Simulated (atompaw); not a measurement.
Plane-wave convergence, PAW (atompaw) potential for Ce (Z = 58)

```
Element                 : Ce (Z = 58)
Generator               : atompaw 4.2.0.5
Type                    : PAW
Functional              : PBEsol
Relativity              : scalar-relativistic
Frozen core             : [Kr] 4d10
Valence charge          : 12
Reference configuration : 4f0 5s2 5p6 5d2 6s2 6p0
Partial waves           : 5s (bound): rc 2.05 bohr; 6s (bound): rc 2.55 bohr; 5p (bound): rc 2.50 bohr; 6p (bound, empty): rc 3.00 bohr; 5d (bound): rc 3.00 bohr; 5d channel at 0.05 Ry: rc 3.00 bohr; 4f (bound, empty): rc 1.35 bohr; 4f channel at -0.5 Ry: rc 1.35 bohr
Local potential         : bessel scheme, radius 2.50 bohr
Core correction         : smooth core density matched at 2.10 bohr
Augmentation charge     : sinc compensation charge, radius 2.60 bohr; PAW radius 3.00 bohr; waves and projectors: custom polynom gramschmidtortho
```

The pseudo-atom Hamiltonian at the reference potential is diagonalised in spherical Bessel functions j_l(qr) that vanish at 20 bohr, with q² up to the cutoff. All-electron valence levels (Ry): 5s -3.2274, 6s -0.2954, 5p -1.8952, 6p -0.1011, 5d -0.3001, 4f -0.8429.

Problem. How do the lowest levels (Ry) of each channel move with the cutoff, and are there ghosts?

Solution.

```
cutoff (Ry)     s #1     s #2    s #3     p #1     p #2     d #1     f #1    f #2  Σ f·Δε (mRy)
          8  -3.2253  -0.2951  0.0047  -1.8665  -0.1009  -0.2965   0.0960  0.2027         183.9
         10  -3.2265  -0.2952  0.0047  -1.8909  -0.1010  -0.2995   0.0960  0.2025          29.3
         15  -3.2270  -0.2954  0.0047  -1.8944  -0.1011  -0.2998   0.0960  0.2017           6.3
         18  -3.2273  -0.2954  0.0047  -1.8948  -0.1011  -0.3001   0.0959  0.2012           2.6
         25  -3.2274  -0.2954  0.0047  -1.8951  -0.1011  -0.3001   0.0956  0.1949           0.4
         30  -3.2274  -0.2954  0.0047  -1.8951  -0.1011  -0.3001  -0.0001  0.0974           0.2
        400  -3.2274  -0.2954  0.0047  -1.8952  -0.1011  -0.3001  -0.8429  0.0962           0.0
```

Result: no extra level below or beside the all-electron valence levels (s, p, d, f tested); 10 mRy is reached at 12 Ry and 1 mRy at 21 Ry.

The cutoffs count occupied waves only; the empty 4f level needs 70 Ry at the loose tolerance.
